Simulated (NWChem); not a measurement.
H2BO3, doublet; SMILES [O]B(O)O

```xyz
6

O      0.0850     0.0000    -1.4123
B     -0.0422     0.0000    -0.0353
O     -0.0969    -1.2385     0.5569
O     -0.0970     1.2385     0.5569
H     -0.1865    -1.2170     1.5239
H     -0.1863     1.2170     1.5240
```
Atoms are numbered in this order, from 1.

This is a stationary point of PBE-D3(BJ)/def2-SVP, spin-unrestricted (NWChem), point group C2v. 

**Question.** Is it a minimum? If not, what does it relax to?

**Answer.** No. It has an imaginary frequency of 392i cm⁻¹. Following that mode (on a finer grid) lowers the energy by 1.0 kcal/mol and ends, with real frequencies alone, at point group C2:
```xyz
6

O      0.1281     0.0000    -1.3869
B      0.0027     0.0000    -0.0294
O     -0.1453    -1.2320     0.5783
O      0.0369     1.2320     0.5951
H      0.2515    -1.2608     1.4672
H     -0.5162     1.2609     1.3962
```
